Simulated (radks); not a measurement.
Results of a calculation; reference values are marked as such.
Q: Species: Pm34+. Configuration: [Ar] 3d9 (the NIST ground configuration). Level of theory: scalar-relativistic Kohn-Sham, SCAN, spin-polarised, spherical densities, finite nucleus; open shells are filled with parallel spins first (spin-orbit coupling, left out, can overturn this in heavy ions); meta-GGA in the generalised Kohn-Sham scheme; Fermi nuclear charge, rms radius 4.962 fm (a radial shooting solver on a logarithmic mesh with Libxc functionals). Some entries of the table are withheld. Estimate them.

| orbital | occ. | eigenvalue (Ry) | <r^2> (bohr^2) |
|---|---|---|---|
| 1s up | 1 | -3418.195 | 0.0007316 |
| 1s down | 1 | -3418.185 | 0.0007316 |
| 2s up | 1 | -642.0659 | 0.01148 |
| 2s down | 1 | -641.8321 | 0.01148 |
| 2p up | 3 | (1) | 0.009194 |
| 2p down | 3 | (2) | 0.009189 |
| 3s up | 1 | -212.8245 | 0.07339 |
| 3s down | 1 | -212.4669 | 0.07350 |
| 3p up | 3 | -194.4899 | (3) |
| 3p down | 3 | -194.1303 | (4) |
| 3d up | 5 | -170.4434 | 0.05970 |
| 3d down | 4 | -170.0321 | 0.05982 |

A: 
(1) 2p up eigenvalue (Ry): -584.3787
(2) 2p down eigenvalue (Ry): -584.1790
(3) 3p up <r^2> (bohr^2): 0.07252
(4) 3p down <r^2> (bohr^2): 0.07264
